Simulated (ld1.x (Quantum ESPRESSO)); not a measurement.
**europium: one change to a TM potential, before and after**

```json
{
  "Element": "europium (Eu)",
  "Generator": "ld1.x (Quantum ESPRESSO) 7.5",
  "Type": "norm-conserving Troullier–Martins (Kleinman–Bylander form)",
  "Functional": "PW91",
  "Relativity": "scalar-relativistic",
  "Frozen core": "[Kr] 4d10 5s2",
  "Valence charge": "15",
  "Reference configuration": "4f7 5p6 5d0 6s2 6p0",
  "Partial waves": "5p (bound): rc 2.40 bohr; 5d (bound, empty): rc 3.30 bohr; 4f (bound): rc 1.50 bohr; 6s (bound): rc 2.75 bohr",
  "Local potential": "the s channel",
  "Core correction": "a·sin(br)/r model core, default radius (core density twice the valence density)"
}
```

Change: reference 4f7 5p6 5d0 6s0.5 6p0.

Cutoffs: the cutoffs (Ry, on a coarse ladder) from which the occupation-weighted sum of valence levels, in a spherical-Bessel basis at the reference potential, stays within 10 and 1 mRy of its value at 400 Ry; they do not see the model core or the augmentation charge, which bear on the density cutoff. Errors are all-electron minus pseudo energies relative to the spin-unpolarised reference configuration.

**Question.** What does the change do?

**Answer.** The potential gets neither clearly harder nor softer (180 Ry and 260 Ry → 180 Ry and 260 Ry); the f channel sets the loose cutoff, while the largest relative change is in s, which becomes harder; neither file shows a bound ghost.

```tsv
quantity	base	changed
cutoff, loose	180 Ry	180 Ry
cutoff, tight	260 Ry	260 Ry
loose cutoff by channel (10 mRy a level)	p 12 Ry, f 160 Ry, s 6 Ry	p 12 Ry, f 160 Ry, s 8 Ry
bound ghosts	none	none
largest error over its own tests, meV	-828	-236
s: phases at 3.58 bohr within 0.05 rad from the reference energy up to (Ry; the scan ends near 5)	0.6	0.2
p: phases at 3.58 bohr within 0.05 rad from the reference energy up to (Ry; the scan ends near 5)	-0.4	-1.1
d: phases at 3.58 bohr within 0.05 rad from the reference energy up to (Ry; the scan ends near 5)	1.0	0.3
f: phases at 3.58 bohr within 0.05 rad from the reference energy up to (Ry; the scan ends near 5)	0.3	-0.4
```
